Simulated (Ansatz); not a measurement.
Mulliken charges of CH₆ClNSi (`C[SiH](N)Cl`) from PBE/def2-TZVPP in Ansatz (PBE0-D4/def2-TZVP geometry).

```tsv
atom	x (Å)	y (Å)	z (Å)	charge (e)
C1	-0.924	0.960	-0.430	-0.374
Si2	-0.056	-0.638	-0.073	0.467
N3	1.201	-0.379	1.051	-0.378
Cl4	0.595	-1.392	-1.901	-0.267
H5	-1.720	0.809	-1.162	0.115
H6	-1.359	1.370	0.485	0.112
H7	-0.227	1.694	-0.841	0.103
H8	-0.937	-1.690	0.483	-0.077
H9	1.847	0.383	0.918	0.148
H10	1.663	-1.169	1.474	0.152
```

**Question.** By hand: the dipole of these point charges (1 e Å = 4.8032 D).

**Answer.** Σ q r = (-0.069, 0.288, 0.394) e Å, of length 0.493 e Å = 2.37 D.

**Question.** How does the dipole of the full density compare? (Best estimate.)

**Answer.** Computed: (0.109, 0.250, 0.310) e Å, 1.98 D; the point charges give 1.20 times that, at 24° from its direction.

Point charges leave out the atoms' own dipoles, such as those of lone pairs, and Mulliken's split depends on the basis, so the two needn't agree.
